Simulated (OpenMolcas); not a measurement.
**Levels of Co I by method**

```json
{
  "Program": "OpenMolcas",
  "Basis": "ANO-R3 [8s5p5d3f2g1h]",
  "Scalar Hamiltonian": "X2C, finite nucleus",
  "Active space": "7 electrons in 5 orbitals (3d)",
  "State averaging": "2S+1 = 4 even, 10 roots; 2S+1 = 2 even, 40 roots (35 in the spin-orbit step)",
  "Spin-orbit coupling": "state interaction with AMFI integrals over the reference wave functions, term energies averaged over their components"
}
```

Methods on the same reference wave functions:
A. CASSCF
B. SS-CASPT2, IPEA 0.25 Eh, imaginary shift 0.1 Eh (closed shells correlated: 3s 3p 4s)

Energies in cm-1 above 3d7 4s2 4F 9/2, the measured ground level; measured values from NIST Handbook of Basic Atomic Spectroscopic Data.

```json
{"Level": "3d7 4s2 4F 9/2", "A": "0.0", "B": "0.0", "Measured": "0.0"}
{"Level": "3d7 4s2 4F 7/2", "A": "813", "B": "818", "Measured": "816"}
{"Level": "3d7 4s2 4F 5/2", "A": "1415", "B": "1417", "Measured": "1407"}
{"Level": "3d7 4s2 4F 3/2", "A": "1829", "B": "1825", "Measured": "1809"}
{"Level": "3d7 4s2 2G 9/2", "A": "18859", "B": "15440", "Measured": ""}
{"Level": "3d7 4s2 4P 5/2", "A": "18916", "B": "14850", "Measured": "13795"}
{"Level": "3d7 4s2 4P 3/2", "A": "19192", "B": "15110", "Measured": "14036"}
{"Level": "3d7 4s2 4P 1/2", "A": "19564", "B": "15490", "Measured": "14399"}
{"Level": "3d7 4s2 2G 7/2", "A": "19632", "B": "16210", "Measured": ""}
{"Level": "3d7 4s2 2P 3/2", "A": "24934", "B": "20320", "Measured": ""}
{"Level": "3d7 4s2 2H 11/2", "A": "25060", "B": "20930", "Measured": ""}
{"Level": "3d7 4s2 2P 1/2", "A": "25739", "B": "21270", "Measured": ""}
{"Level": "3d7 4s2 2H 9/2", "A": "25741", "B": "21630", "Measured": ""}
{"Level": "3d7 4s2 2D 5/2", "A": "27135", "B": "21690", "Measured": ""}
{"Level": "3d7 4s2 2D 3/2", "A": "28335", "B": "23050", "Measured": ""}
{"Level": "3d7 4s2 2F 5/2", "A": "43389", "B": "34930", "Measured": ""}
{"Level": "3d7 4s2 2F 7/2", "A": "43702", "B": "35250", "Measured": ""}
```

Deviations, from unrounded energies. A percentage is the sum of absolute deviations over the sum of measured energies, with the sign that they share, or ± where signs differ.

```json
{"Against measurement": "mean absolute deviation (cm-1)", "Levels": "6", "A": "2600", "B": "540"}
{"Against measurement": "fine structure of the ground term (%)", "Levels": "3", "A": "±0.8", "B": "+0.7"}
{"Against measurement": "other terms of the ground configuration (%)", "Levels": "3", "A": "+36.6", "B": "+7.6"}
```

B lies closest to measurement on these levels. The largest miss of B in the table is 3d7 4s2 4P 1/2, by +1100 cm-1. The ranking rests on the paired levels alone, and a cruder setting can come out closer through cancelling errors.

From A to B the spin-free energies of the other terms of 3d7 4s2 shown, above 4F, scale by factors of 0.78 to 0.83, as is usual when dynamic correlation screens the repulsion within a d or f shell.

The lowest spin-free term lies below A's lowest term by 0.741 hartree in B.

Term energies are means over components that CASPT2 splits; among the terms shown or strongly mixed into the levels shown the widest spread is 1100 cm-1 (3d7 4s2 2H, B). Some high roots are left out of the spin-orbit mixing, which shifts the levels that they would mix with. With the s shell closed, the reference lacks s² → p², s² → d² and s → d mixing, so excited terms can stand far too high and out of order, with CASPT2 too. Without dynamic correlation excited terms often stand tens of per cent too high (terms of higher spin than the ground term too low), and those without a measured partner can miss by more than the paired ones (holds for A). The CASPT2 spread within a term exceeds the gap to the next term for 3d7 4s2 2P and 3d7 4s2 2H, 3d7 4s2 2H and 3d7 4s2 2D, so the order of their levels is uncertain (holds for B). Computed and measured levels are paired by configuration, term and J; levels that our copy of the source lacks, or whose pairing is in doubt (as where it misses far off the trend of its configuration), stay unpaired and out of the deviations. Only configurations of the active space appear.
